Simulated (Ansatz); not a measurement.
System: BeSiH₄, charge 0, singlet. BeSiH4 (SMILES [SiH3][BeH]).
B3LYP-D3(BJ)/def2-TZVP minimum from Ansatz (a quantum-chemistry and plane-wave program):
```xyz
6

Be    -1.4823    -0.8186    -0.1878
H     -2.6402    -1.4580    -0.3346
Si     0.4180     0.2308     0.0530
H      1.0742    -0.0878     1.3508
H      0.2515     1.7096     0.0100
H      1.3924    -0.1208    -1.0163
```

Total energies in hartree (Ansatz). Radicals and triplets start from unrestricted determinants; spin-orbit coupling is neglected. Correlated methods leave the cores frozen. No relativity. For partners of very few electrons the exact lower level stands in for a higher one. The restricted determinant of Be ([Be], singlet) is unstable towards broken spin symmetry in at least one set run.

```tsv
species	HF/def2-TZVPP	CCSD(T)/def2-TZVPP	HF/def2-QZVPP	CCSD(T)/def2-QZVPP	CCSDT(Q)/def2-TZVPP
1: BeSiH4 (SMILES [SiH3][BeH])	-305.87849	-306.09854	-305.88963	-306.12241	-306.09979
2: Be (singlet)	-14.57258	-14.61767	-14.57300	-14.61856	-14.61767
3: H (doublet)	-0.49981	-0.49981	-0.49998	-0.49998	-0.49981
4: Si (triplet)	-288.85084	-288.92770	-288.85873	-288.93839	-288.92853
```

Task: Work out the atomisation energy (electronic, to ground-state atoms) in kcal/mol: take Hartree-Fock from def2-QZVPP, extrapolate the CCSD(T) correlation energy as X^-3 (X = 3, 4), and add CCSDT(Q) - CCSD(T) in def2-TZVPP. 1 hartree = 627.51 kcal/mol.

Result: 
Species 1: correlation (64·(-0.23278) - 27·(-0.22005))/37 = -0.24207; step -0.00125; E1 = -305.88963 + (-0.24207) + (-0.00125) = -306.13295
Species 2: correlation (64·(-0.04556) - 27·(-0.04509))/37 = -0.04590; step +0.00000; E2 = -14.57300 + (-0.04590) + (+0.00000) = -14.61890
Species 3: correlation (64·(0.00000) - 27·(0.00000))/37 = 0.00000; step +0.00000; E3 = -0.49998 + (0.00000) + (+0.00000) = -0.49998
Species 4: correlation (64·(-0.07966) - 27·(-0.07686))/37 = -0.08170; step -0.00083; E4 = -288.85873 + (-0.08170) + (-0.00083) = -288.94126
-1·E1 +1·E2 +4·E3 +1·E4 = 0.57287 hartree = 359.5 kcal/mol.
